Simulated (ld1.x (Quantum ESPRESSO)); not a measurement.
# u(r) = r·R(r): atom against pseudo-atom (copper (Cu))

Columns: radius, all-electron u(r) and pseudo u(r) of the 4s shell (level -4.86 eV) of copper in the configuration [Ne] 3s2 3p6 3d10 4s1 4p0; LDA (PZ), scalar-relativistic, PAW scheme, ld1.x (Quantum ESPRESSO) 7.5.

```json
{"r (bohr)": "0.080", "all-electron": "-0.0373", "pseudo": "0.1676"}
{"r (bohr)": "0.160", "all-electron": "-0.1558", "pseudo": "0.3162"}
{"r (bohr)": "0.240", "all-electron": "-0.0736", "pseudo": "0.4297"}
{"r (bohr)": "0.320", "all-electron": "0.0702", "pseudo": "0.4976"}
{"r (bohr)": "0.400", "all-electron": "0.1866", "pseudo": "0.5163"}
{"r (bohr)": "0.480", "all-electron": "0.2472", "pseudo": "0.4888"}
{"r (bohr)": "0.560", "all-electron": "0.2547", "pseudo": "0.4239"}
{"r (bohr)": "0.640", "all-electron": "0.2219", "pseudo": "0.3334"}
{"r (bohr)": "0.720", "all-electron": "0.1631", "pseudo": "0.2299"}
{"r (bohr)": "0.800", "all-electron": "0.0895", "pseudo": "0.1242"}
{"r (bohr)": "0.880", "all-electron": "0.0097", "pseudo": "0.0241"}
{"r (bohr)": "0.960", "all-electron": "-0.0709", "pseudo": "-0.0668"}
{"r (bohr)": "1.040", "all-electron": "-0.1485", "pseudo": "-0.1481"}
{"r (bohr)": "1.120", "all-electron": "-0.2211", "pseudo": "-0.2211"}
{"r (bohr)": "1.200", "all-electron": "-0.2874", "pseudo": "-0.2874"}
{"r (bohr)": "1.280", "all-electron": "-0.3469", "pseudo": "-0.3469"}
{"r (bohr)": "1.360", "all-electron": "-0.3996", "pseudo": "-0.3996"}
{"r (bohr)": "1.440", "all-electron": "-0.4455", "pseudo": "-0.4455"}
{"r (bohr)": "1.520", "all-electron": "-0.4851", "pseudo": "-0.4851"}
{"r (bohr)": "1.600", "all-electron": "-0.5187", "pseudo": "-0.5187"}
{"r (bohr)": "1.680", "all-electron": "-0.5468", "pseudo": "-0.5468"}
{"r (bohr)": "1.760", "all-electron": "-0.5698", "pseudo": "-0.5698"}
{"r (bohr)": "1.840", "all-electron": "-0.5883", "pseudo": "-0.5883"}
{"r (bohr)": "1.920", "all-electron": "-0.6026", "pseudo": "-0.6026"}
{"r (bohr)": "2.000", "all-electron": "-0.6132", "pseudo": "-0.6132"}
{"r (bohr)": "2.080", "all-electron": "-0.6205", "pseudo": "-0.6205"}
```

**Question.** How many radial nodes do the two functions have?

**Answer.** The all-electron 4s function has n − l − 1 = 3 (the table is too coarse to show those close to the nucleus); the pseudo-wave has 1, since 1 lower shell of the same l stays in the valence.

**Question.** At about which radius was the pseudo-wave matched?

**Answer.** 1.20 bohr. The columns agree to 0.0005 from 1.04 bohr on; several derivatives are matched, so the curves merge somewhat inside the radius.

**Question.** Is the pseudo-wave norm-conserving?

**Answer.** No, it belongs to a PAW set: the norm inside the radius is not constrained, and the difference is carried by the augmentation charge.
